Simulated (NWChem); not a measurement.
Molecule: SnNH₄Br; SMILES [Br][SnH2][NH2]

```xyz
7

Sn     0.3030     0.8146    -0.0013
N     -1.5819     1.5859    -0.0639
Br    -0.0736    -1.6548    -0.0055
H      1.1107     1.2386    -1.4439
H      1.2096     1.1421     1.4202
H     -2.2045     1.1209     0.5956
H     -1.6175     2.5856     0.1321
```
Atoms are numbered in this order, from 1.

All runs: NWChem. Structure relaxed at the PBE0/def2-SVP level. Not confirmed as a minimum by frequencies. def2 effective core potentials on Sn; no spin-orbit coupling. Ions are spin-unrestricted doublets at the neutral geometry; other ion states weren't tried.

Problem. What does the run give for CAM-B3LYP/def2-SVP? Quantities: vertical ionisation energy, ΔSCF (eV); −ε(HOMO) (eV).

Solution. 
```
Item                                   Value
-------------------------------------  -----
vertical ionisation energy, ΔSCF (eV)   9.72
−ε(HOMO) (eV)                           8.77
```
